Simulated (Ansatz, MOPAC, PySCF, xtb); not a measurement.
Spectroscopic constants of SF-, closed-shell singlet (lowest of 2S+1 = 1, 3, 5 at CCSD(T)/def2-TZVPP on PBE0 minima; our sources give no spin for the ground state, which may be another).

Constants: fifth-degree fit in 1/R to seven points, most abundant isotopes. In def2 and cc sets the state is the lowest found near the PBE0 minimum, followed along R. The singlet is held restricted. HF and MP2 rows in def2 and cc sets belong to the determinant that coupled cluster picked by its CCSD energy.

Programs: Ansatz (Gaussian orbitals); MOPAC for PM6 (differences of heats of formation); PySCF for 3-21G rows, 6-31G* rows, STO-3G rows; xtb for the GFN methods. Values without a source in brackets are computed.

| level | r_e (Å) | ω_e (cm⁻¹) | ω_e x_e (cm⁻¹) | B_e (cm⁻¹) |
|---|---|---|---|---|
| PM6 | 1.651 | 669 | 1.2 | 0.519 |
| GFN1-xTB | 1.807 | 609 | 3.1 | 0.433 |
| HF/STO-3G | 1.690 | 992 | 3.3 | 0.495 |
| HF/3-21G | 1.761 | 723 | 4.2 | 0.456 |
| HF/def2-QZVPP | 1.682 | 709 | 4.4 | 0.500 |
| HF/aug-cc-pV(5+d)Z | 1.677 | 711 | 4.4 | 0.503 |
| SVWN5/def2-TZVPP | 1.721 | 649 | 3.7 | 0.478 |
| PBE/def2-TZVPP | 1.757 | 604 | 3.7 | 0.458 |
| r2SCAN/def2-TZVPP | 1.735 | 633 | 3.8 | 0.470 |
| B97M-V/def2-TZVPP | 1.728 | 636 | 4.0 | 0.474 |
| B3LYP/def2-TZVPP | 1.746 | 616 | 3.7 | 0.464 |
| PBE0/def2-TZVPP | 1.721 | 657 | 3.9 | 0.478 |
| BHLYP/def2-TZVPP | 1.711 | 668 | 3.9 | 0.483 |
| CAM-B3LYP/def2-TZVPP | 1.728 | 646 | 3.7 | 0.474 |
| wB97M-V/def2-TZVPP | 1.730 | 648 | 3.5 | 0.473 |
| B2PLYP/def2-TZVPP | 1.740 | 626 | 3.7 | 0.467 |
| MP2/6-31G* | 1.747 | 684 | 3.6 | 0.464 |
| MP2/aug-cc-pV(T+d)Z | 1.722 | 657 | 3.4 | 0.477 |
| MP2/def2-TZVPP | 1.729 | 656 | 3.3 | 0.473 |
| MP2/aug-cc-pV(Q+d)Z | 1.716 | 663 | 3.4 | 0.481 |
| MP2/aug-cc-pV(5+d)Z | 1.713 | 664 | 3.4 | 0.482 |
| MP2/CBS(aug-cc-pV(Q+d)Z, aug-cc-pV(5+d)Z) | 1.712 | 666 | 3.4 | 0.483 |
| SCS-MP2/aug-cc-pV(Q+d)Z | 1.721 | 652 | 3.4 | 0.478 |
| SCS-MP2/def2-QZVPP | 1.726 | 652 | 3.4 | 0.475 |
| SCS-MP2/aug-cc-pV(5+d)Z | 1.719 | 653 | 3.4 | 0.479 |
| CCSD/aug-cc-pV(Q+d)Z | 1.711 | 666 | 3.8 | 0.483 |
| CCSD/def2-QZVPP | 1.715 | 665 | 3.8 | 0.481 |
| CCSD(T)/aug-cc-pV(T+d)Z | 1.731 | 634 | 3.9 | 0.472 |
| CCSD(T)/CBS(def2-TZVPP, def2-QZVPP) | 1.725 | 645 | 3.8 | 0.476 |
| CCSD(T)/CBS(aug-cc-pV(Q+d)Z, aug-cc-pV(5+d)Z) | 1.718 | 648 | 3.9 | 0.479 |

Frozen-core correlation. CBS: X⁻³ extrapolation of the correlation energy, Hartree–Fock from the larger set. Rows in 3-21G, 6-31G*, STO-3G carry no dispersion term and start afresh at each structure (6-31G* with six Cartesian d functions). MP2/6-31G* freezes PySCF's default core. The state reached by PM6 isn't checked.

Ansatz is a first-principles code.
